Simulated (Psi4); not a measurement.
Computed with SAPT0/jun-cc-pVDZ, frozen core run with Psi4.

Psi4 input:

```
molecule {
0 1
C 0.76070188 -0.04603634 0.03967568
C -0.76070191 0.04603654 -0.03967531
H 1.23669940 0.60748288 -0.69407253
H 1.12509391 0.24615817 1.02653169
H 1.10728356 -1.06356580 -0.15153173
H -1.10728125 1.06357551 0.15148553
H -1.12509602 -0.24620341 -1.02651722
H -1.23669957 -0.60744754 0.69410390
--
0 1
O -4.25600117 -0.75445707 1.05485899
C -4.29265188 -0.10640245 0.09887015
S -4.34220028 0.76971018 -1.19354173
units angstrom
symmetry c1
no_reorient
no_com
}
set basis jun-cc-pvdz
set scf_type df
set freeze_core true
energy('sapt0')
```

Part of the output:

```
    SAPT Results
  --------------------------------------------------------------------------------------------------------
    Electrostatics                 -1.08060673 [mEh]      -0.67809096 [kcal/mol]      -2.83713258 [kJ/mol]
      Elst10,r                     -1.08060673 [mEh]      -0.67809096 [kcal/mol]      -2.83713258 [kJ/mol]

    Exchange                        2.72106624 [mEh]       1.70749485 [kcal/mol]       7.14415844 [kJ/mol]
      Exch10                        2.72106624 [mEh]       1.70749485 [kcal/mol]       7.14415844 [kJ/mol]
      Exch10(S^2)                   2.71775002 [mEh]       1.70541389 [kcal/mol]       7.13545170 [kJ/mol]

    Induction                      -0.18284774 [mEh]      -0.11473869 [kcal/mol]      -0.48006668 [kJ/mol]
      Ind20,r                      -0.68402845 [mEh]      -0.42923433 [kcal/mol]      -1.79591646 [kJ/mol]
      Exch-Ind20,r                  0.63128001 [mEh]       0.39613419 [kcal/mol]       1.65742544 [kJ/mol]
      delta HF,r (2)               -0.13009930 [mEh]      -0.08163854 [kcal/mol]      -0.34157566 [kJ/mol]

    Dispersion                     -2.14579212 [mEh]      -1.34650488 [kcal/mol]      -5.63377644 [kJ/mol]
      Disp20                       -2.36191483 [mEh]      -1.48212393 [kcal/mol]      -6.20120653 [kJ/mol]
      Exch-Disp20                   0.21612271 [mEh]       0.13561905 [kcal/mol]       0.56743009 [kJ/mol]
      Disp20 (SS)                  -1.18095741 [mEh]      -0.74106197 [kcal/mol]      -3.10060326 [kJ/mol]
      Disp20 (OS)                  -1.18095741 [mEh]      -0.74106197 [kcal/mol]      -3.10060326 [kJ/mol]
      Exch-Disp20 (SS)              0.12293494 [mEh]       0.07714284 [kcal/mol]       0.32276564 [kJ/mol]
      Exch-Disp20 (OS)              0.09318777 [mEh]       0.05847621 [kcal/mol]       0.24466445 [kJ/mol]

  Total HF                          1.45761177 [mEh]       0.91466519 [kcal/mol]       3.82695917 [kJ/mol]
  Total SAPT0                      -0.68818035 [mEh]      -0.43183969 [kcal/mol]      -1.80681726 [kJ/mol]
```
